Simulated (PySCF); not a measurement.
**Ionisation energy of Ho⁵⁵⁺ by level of theory**

Ho⁵⁵⁺ [Ne] 3s2 (1S) → Ho⁵⁶⁺ [Ne] 3s1 (2S), as a difference of total energies. Computed with PySCF 2.14 in an uncontracted even-tempered set (17 s from 14 bohr⁻², ratio 2.5; 12 p from 18 bohr⁻², ratio 2.5; 4 d from 67 bohr⁻², ratio 2.7; 4 f from 100 bohr⁻², ratio 2.7), with scalar relativity by spin-free X2C-1e. Correlated levels: outer shells: 1s2 frozen; virtual orbitals above 40 to 60 times the deepest correlated orbital energy dropped. The calculations carry no spin-orbit coupling.

```csv
method,ionisation energy (eV)
UHF,5496.0
MP2 (outer shells),5499.5
SCS-MP2 (outer shells),5499.9
CCSD (outer shells),5500.0
CCSD(T) (outer shells),5500.0
```

Question: How much does correlation contribute at CCSD(T) (outer shells)?

Answer: 5500.0 − (5496.0) = 4.0 eV, measured against UHF.

Breit and QED terms and the two-electron picture change are absent.

For comparison: 5494 ± 5 eV (theoretical estimate listed by NIST; NIST Atomic Spectra Database, ionization energies).
